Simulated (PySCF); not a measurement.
TeCl₂: breathing scan

Computed with r2SCAN/[Te def2-TZVP with ECP28, Cl def2-TZVP], scalar-relativistic core potentials, density fitting, no spin–orbit coupling, PySCF.

Rigid scan from the singlet minimum (Te–Cl 2.331 Å (×2); Cl–Te–Cl 99.5°). Coordinate: all bonds to the central atom scaled together. Energies in kJ/mol from the minimum.

```
scale of all bonds to the centre  E (kJ/mol)  dipole size (D)
                            0.88       177.0             0.63
                            0.92        67.8             1.06
                            0.96        14.7             1.48
                            1.00         0.0             1.88
                            1.04        11.1             2.24
                            1.08        39.3             2.58
                            1.14       100.3             3.02
                            1.22       196.5             3.51
                            1.35       351.0             4.09
```

At long bonds a restricted determinant can lie too high, and another spin state can fall below this curve.

Other isomers or separated fragments may lie lower.

The scan took about 90 core-seconds on a shared host.
